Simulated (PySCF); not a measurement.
SMILES C[O][Ge]([O]C)([S]C)[O]C (C4H12GeO3S) at its GFN2-xTB optimised geometry (Å):

```
21

C     -1.7811    -0.8565     2.6237
O     -1.5292    -1.4214     1.3484
Ge    -0.7137    -0.6255     0.0000
O     -1.1696    -1.5973    -1.4072
C     -2.4793    -2.0688    -1.6773
O     -1.3997     1.0154     0.0000
C     -0.9494     2.1099    -0.7774
S      1.5079    -0.6255     0.0000
C      1.8244    -2.4032    -0.2697
H     -2.4894    -1.5229     3.1179
H     -2.2148     0.1393     2.5368
H     -0.8642    -0.7988     3.2138
H     -3.1385    -1.2480    -1.9652
H     -2.9019    -2.5783    -0.8113
H     -2.3856    -2.7710    -2.5071
H      0.1133     2.3023    -0.6186
H     -1.1246     1.9380    -1.8411
H     -1.5276     2.9750    -0.4494
H      1.4520    -2.9750     0.5738
H      1.3465    -2.7191    -1.1900
H      2.9019    -2.5014    -0.3461
```

Method: PySCF with CAM-B3LYP/def2-SVP.

Map of the HOMO amplitude (bohr^(-3/2)) on the plane z = 0.6 Å; orbital energy -8.22 eV, overall sign arbitrary:

```
|:::::::::::::::::::::::::::::|
|:::::::::::::::::::::::::::::|
|:::::::::::::::::::::::::::::|
|:::::::::::::::::::::::::::::|
|:::::::::::::::::::::::::::::|
|:::::::::::::::::::::::::::::|
|::::::::::::---::::::::::::::|
|:::::::::::::---:::::::::::::|
|::::::::::::::---::::::::::::|
|::::::::::::::-------::::::::|
|::::::::::::::---------::::::|
|::::::::::::::-----------::::|
|:::::-:::::::------------::::|
|::::----::::-----===------:::|
|::::-----:::---==+*+=-----:::|
|:::------:::---=+#%%*=-----::|
|:::------:::--==*%@@*=-----::|
|:::-------:::--=+#%%*=-----::|
|::--------:::--==+*+==-----::|
|::---------::----===------:::|
|::---------::-----::::---::::|
|::---------:::::::..:::::::::|
|::----------:::::.  .::::::::|
|::---------::::::. ..::::::::|
|:::--------:::::::.::::::::::|
|::::------:::::::::::::::::::|
|:::::::::::::::::::::::::::::|
|:::::::::::::::::::::::::::::|
|:::::::::::::::::::::::::::::|
```
Scale: ten equal steps from -0.103 (start of ' ') to 0.242 (end of '@'), in the order ' .:-=+*#%@'; x runs from -5.00 to 5.00, y from -5.00 (bottom) to 5.00 (top).
